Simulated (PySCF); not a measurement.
Isomers of CH4N2Si. Gas-phase values, no solvent. One relaxed conformer stands for each flexible species; it need not be the lowest. Strings in code marks are SMILES.

Computed with B3LYP-D3(BJ)/def2-TZVP run with PySCF 2.14.0. All candidates: neutral, multiplicity 1. B3LYP has the VWN-RPA correlation part, as in Gaussian. Excitations are Tamm–Dancoff values on a coarser integration grid. The basis has no diffuse functions, so Rydberg states are missing or too high.

| Quantity | Result |
|---|---|
| HOMO | -6.86 eV |
| LUMO | -1.96 eV |
| T1 excitation (TDA) | 3.12 eV |

Task: Which member has these values?
A) `[H]/N=[SiH]/N=C` (C–N–Si–N torsion 59°)
B) `[H]/N=C\[SiH]=N\[H]` (N–C–Si–N torsion 0°)
C) `[H]/N=C\N=[SiH2]` (N–C–N–Si torsion 87°)
D) `N#C[SiH2]N`

Result: A, `[H]/N=[SiH]/N=C` (C–N–Si–N torsion 59°). The others give `[H]/N=C\[SiH]=N\[H]` (N–C–Si–N torsion 0°): -7.43 eV, -2.66 eV, 2.79 eV; `[H]/N=C\N=[SiH2]` (N–C–N–Si torsion 87°): -6.78 eV, -2.46 eV, 2.88 eV; `N#C[SiH2]N`: -8.09 eV, -0.99 eV, 5.55 eV
